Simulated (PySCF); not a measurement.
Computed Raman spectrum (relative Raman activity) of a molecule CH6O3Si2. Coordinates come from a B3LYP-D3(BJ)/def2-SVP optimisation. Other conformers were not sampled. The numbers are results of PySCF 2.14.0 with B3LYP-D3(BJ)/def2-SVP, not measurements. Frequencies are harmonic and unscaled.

```tsv
ν (cm⁻¹)	relative intensity
237	2.5
598	6.1
693	3.5
697	4.8
731	9.0
741	3.2
745	3.0
785	2.9
918	4.9
958	12
960	9.3
1016	11
1394	3.1
1825	2.4
2232	100
2252	66
2286	93
2293	26
3034	72
```

Problem. Which molecule gave these data?
A) O=CO[SiH2][SiH2]O
B) O[Si@H]1OCO[SiH2]1
C) O=CO[SiH2]O[SiH3]
D) O[Si]1(O)CO[SiH2]1

Solution. C, O=CO[SiH2]O[SiH3]
